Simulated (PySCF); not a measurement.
# Correlation energy of Ar²⁺ (argon, charge +2)

[Ne] 3s2 3p4, high-spin 3P determinant. Calculation: PySCF 2.14, in aug-cc-pwCVDZ (6s5p3d, 36 functions); no relativity, point nucleus. Frozen: 1s2; 14 electrons correlated.

```
  level  correlation energy (mhartree)
   CCSD                        -266.48
    (T)                          -2.61
CCSD(T)                        -269.09
```

Diagnostics: T1 = 0.0050, D1 = 0.0257, largest double amplitude 0.047.

Cost of the coupled-cluster step: roughly 2.5 core-seconds, for 14 correlated electrons.
